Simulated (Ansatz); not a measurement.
C₄H₇, charge -1, singlet, at a GFN2-xTB geometry (a gas-phase anion, which may not be bound at this level). Base run: PBE0/6-31G* (Ansatz, a program for electronic structure).

Geometry (Å):
```xyz
11

C     -0.0171     0.1377     1.5671
C     -0.0026     0.0159     0.2387
H     -0.0194    -0.9003     2.0555
C      0.0033     1.2537    -0.6401
H     -0.0058     2.1526    -0.0233
H      0.8933     1.2929    -1.2878
H     -0.8729     1.2880    -1.3066
C      0.0103    -1.2540    -0.6384
H      0.0062    -2.1528    -0.0158
H     -0.8673    -1.3025    -1.3026
H      0.9022    -1.2975    -1.2838
```
Charge -1, spin multiplicity 1.
All else is at Ansatz's defaults.

Each row names what was changed in the base input (with any setting that the change needs).

| change | basis functions | E (Eh) |
|---|---|---|
| base | 74 | -156.32791 |
| basis = x2c-TZVPall; relativity = spin-free X2C; nucleus = Gaussian | 166 | -156.46839 |
| basis = x2c-TZVPall; relativity = none | 166 | -156.40656 |
| basis = cc-pVDZ-DK; relativity = spin-free X2C; nucleus = Gaussian | 91 | -156.40844 |
| basis = x2c-TZVPall; relativity = spin-free X2C | 166 | -156.46840 |
| basis = jorge-DZP-DKH; relativity = none | 95 | -156.35310 |
| basis = jorge-DZP-DKH; relativity = spin-free X2C; nucleus = Gaussian | 95 | -156.41416 |
| basis = cc-pVDZ-DK; relativity = spin-free X2C | 91 | -156.40846 |
| basis = cc-pVDZ-DK; relativity = none | 91 | -156.34635 |
| basis = jorge-DZP-DKH; relativity = spin-free X2C | 95 | -156.41417 |

Total energies compare only within one method and basis.

Ansatz warned in this series: the basis is contracted for relativity, which the run leaves out.

A gas-phase anion may not be bound at this level; its values then depend on the basis.

Basis sets contracted for a relativistic Hamiltonian are a mismatch without it, so the rows without relativity aren't non-relativistic limits. No row has spin-orbit coupling; sets with core potentials leave out the core electrons.
